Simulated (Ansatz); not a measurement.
What each rung costs, and what it gives

Saddle point of Si2H3Cl3, closed shell (Si₂H₃Cl₃ ([SiH3][Si]([Cl])([Cl])[Cl]) → SiH₃Cl ([SiH3][Cl]) + SiCl₂; bonds formed: Si1–Cl3; bonds broken: Si1–Si2, Si2–Cl3), PBE0-D4/def2-TZVP structure:

```json
{"atom": "Si1", "x (Å)": "-0.1487", "y (Å)": "-0.1672", "z (Å)": "1.2493"}
{"atom": "Si2", "x (Å)": "-0.1755", "y (Å)": "0.5034", "z (Å)": "-1.2049"}
{"atom": "Cl3", "x (Å)": "1.1865", "y (Å)": "-1.1895", "z (Å)": "-0.3488"}
{"atom": "Cl4", "x (Å)": "-1.1569", "y (Å)": "-0.4895", "z (Å)": "-2.7220"}
{"atom": "Cl5", "x (Å)": "1.2118", "y (Å)": "1.7068", "z (Å)": "-2.1415"}
{"atom": "H6", "x (Å)": "-1.5969", "y (Å)": "-0.4846", "z (Å)": "1.2390"}
{"atom": "H7", "x (Å)": "0.2152", "y (Å)": "1.2047", "z (Å)": "1.6783"}
{"atom": "H8", "x (Å)": "0.4647", "y (Å)": "-1.0843", "z (Å)": "2.2507"}
```

Barriers are electronic and count from the start structure reached by relaxing down the imaginary mode.

Computed with Ansatz 0.2.0 (basis: as named in each row); correlated methods freeze the cores. B3LYP uses VWN-RPA correlation. Extrapolation: Hartree–Fock as exp(−7.88 √X), correlation as X^−2.97.

Times are rough, for one single point on 8 threads of a shared host (Intel Xeon Platinum 8259CL).

The estimate by CCSD(T) at an estimated basis limit (MP2 extrapolated from triple and quadruple zeta, plus CCSD(T) − MP2 in triple zeta) is 2.071 eV.

| method | basis | time (s) | barrier (eV) | method less estimate |
| --- | --- | --- | --- | --- |
| HF | STO-3G | under 1 | 2.792 | 0.721 |
| PBE-D4 | STO-3G | under 1 | 1.935 | -0.136 |
| SPW92 | def2-SVP | under 1 | 1.769 | -0.302 |
| PBE-D4 | def2-SVP | under 1 | 1.791 | -0.280 |
| B3LYP-D4 | 6-31G | under 1 | 1.856 | -0.215 |
| PBE0-D4 | def2-SVP | under 1 | 1.999 | -0.072 |
| SPW92 | def2-TZVPP | under 1 | 1.726 | -0.345 |
| PBE-D4 | def2-TZVPP | 1 | 1.747 | -0.324 |
| BLYP-D4 | def2-TZVPP | 1 | 1.780 | -0.291 |
| CCSD(T) | def2-SVP | 1 | 2.210 | 0.139 |
| B3LYP-D4 | def2-TZVPP | 2 | 1.953 | -0.118 |
| BHLYP-D4 | def2-TZVPP | 2 | 2.182 | 0.112 |
| wB97M-V | def2-SVP | 2 | 1.985 | -0.085 |
| r2SCAN-D4 | def2-TZVPP | 2 | 1.961 | -0.110 |
| RPA on PBE | def2-TZVPP | 2 | 1.988 | -0.083 |
| PBE0-D4 | def2-TZVPP | 2 | 1.957 | -0.114 |
| CAM-B3LYP-D4 | def2-TZVPP | 2 | 2.104 | 0.033 |
| r2SCAN0-D4 | def2-TZVPP | 2 | 2.066 | -0.005 |
| B2PLYP | def2-TZVPP | 3 | 2.039 | -0.032 |
| PBE-QIDH | def2-TZVPP | 3 | 2.117 | 0.046 |
| B97M-V | def2-TZVPP | 4 | 2.023 | -0.048 |
| wB97X-V | def2-TZVPP | 4 | 2.145 | 0.074 |
| wB97M-V | def2-TZVPP | 4 | 1.947 | -0.124 |
| MP2 | def2-QZVPP | 10 | 2.087 | 0.016 |
| CCSD(T) | def2-TZVPP | 34 | 2.090 | 0.019 |

All methods are single points on the PBE0-D4 structures.

The T1 diagnostic stays at or below 0.012.

Losses and insertions of silylenes and their heavier kin drive the gas-phase chemistry of silicon and germanium vapour deposition.

Labels in which every atom is bracketed show which atoms are joined, not bond orders.
